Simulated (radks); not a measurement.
Values are calculated unless marked as measured or tabulated.
Task: These are the eigenvalues of the occupied orbitals of an atom or ion with whole-number occupations (hartree). Code: a radial shooting solver on a logarithmic mesh with Libxc functionals. Model: scalar-relativistic Kohn-Sham, PBE, spin-polarised, spherical densities, point nucleus.

1s: -3239.656
2s: -579.9473
2p: -497.4413
3s: -139.6872
3p: -116.0359
3d: -91.94254
4s: -32.10420
4p: -24.35519
4d: -15.39412
5s: -5.91423
4f: -5.50105
5p: -3.77095
5d: -1.39084
6s: -1.00851

Which element is it, and in what charge state? The configuration may be excited. Open shells, if any, are filled with parallel spins first.

Result: Z = 82, lead, charge +2: Pb2+ in [Hg]. The list shows which subshells hold electrons but not how many an open one holds; the 1s level, -3239.7 hartree, gives Z - s = 80.5 by -(Z - s)^2/2, which with screening and relativity narrows Z to a few neighbours, and the depths of the outer levels then fix element, charge and occupations together.
